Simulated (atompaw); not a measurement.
PBE PAW (atompaw) dataset for iridium, non-relativistic all-electron reference.

```json
{
 "Element": "iridium",
 "Generator": "atompaw 4.2.0.5",
 "Type": "PAW",
 "Functional": "PBE",
 "Relativity": "non-relativistic",
 "Frozen core": "[Kr] 4d10",
 "Valence charge": "31",
 "Reference configuration": "4f14 5s2 5p6 5d7 6s1.5 6p0 (charge +0.5)",
 "Partial waves": "5s (bound): rc 1.20 bohr; 6s (bound): rc 1.45 bohr; 5p (bound): rc 1.45 bohr; 6p (bound, empty): rc 2.45 bohr; 5d (bound): rc 2.45 bohr; 5d channel at 1.2 Ry: rc 2.45 bohr; 4f (bound): rc 0.55 bohr; 4f channel at -5.4 Ry: rc 0.55 bohr",
 "Local potential": "bessel scheme, radius 2.30 bohr",
 "Core correction": "smooth core density matched at 1.95 bohr",
 "Augmentation charge": "besselshape compensation charge, radius 2.00 bohr; PAW radius 2.45 bohr; waves and projectors: custom rrkj gramschmidtortho"
}
```

All-electron outer shells of the reference configuration (PBE, non-relativistic, ld1.x):

| shell | level (eV) | outermost node (bohr) | outermost maximum (bohr) |
| --- | --- | --- | --- |
| 4p | -466.01 | 0.24 | 0.44 |
| 4d | -299.21 | 0.21 | 0.43 |
| 5s | -82.69 | 0.55 | 0.98 |
| 4f | -77.84 | – | 0.39 |
| 5p | -54.78 | 0.56 | 1.04 |
| 5d | -12.61 | 0.59 | 1.28 |
| 6s | -8.22 | 1.29 | 2.63 |
| 6p | -4.08 | 1.44 | 3.34 |

(1) Is the overlap operator S = 1 + Σ q|β⟩⟨β| positive definite (Bessel basis up to 400 Ry)?

A Bessel basis up to 400 Ry misses an occupied level by 0.04 Ry, so cutoffs and ghosts were not judged.

Answers

(1) Yes: its lowest eigenvalue is 0.42 (s channel).
